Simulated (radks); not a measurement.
Neutral tellurium, 52 electrons, occupied as [Kr] 4d10 5s2 5p4. Method: scalar-relativistic Kohn-Sham, SCAN, spin-polarised, spherical densities, finite nucleus; open shells are filled with parallel spins first (spin-orbit coupling, left out, can overturn this in heavy ions); meta-GGA in the generalised Kohn-Sham scheme; Fermi nuclear charge, rms radius 4.7423 fm; computed with a radial shooting solver on a logarithmic mesh with Libxc functionals.

Unscreened Slater integrals over Kohn-Sham orbitals (eV). They are taken over the spin-up orbitals.

integral     value
F0(5p,5p)   9.3743
F2(5p,5p)   4.9632
F0(5p,5s)   10.311
G1(5p,5s)   6.6656
F0(5p,4d)   11.929
F2(5p,4d)   3.0255
G1(5p,4d)  0.95420
G3(5p,4d)  0.85801
F0(5s,5s)   11.664
F0(5s,4d)   14.399
G2(5s,4d)   1.7536
F0(4d,4d)   25.258
F2(4d,4d)   12.735
F4(4d,4d)   8.4223

Derived for the open shells (J is the average intra-shell exchange parameter used in DFT+U). 5p: J = F2/5 = 0.9926 eV.
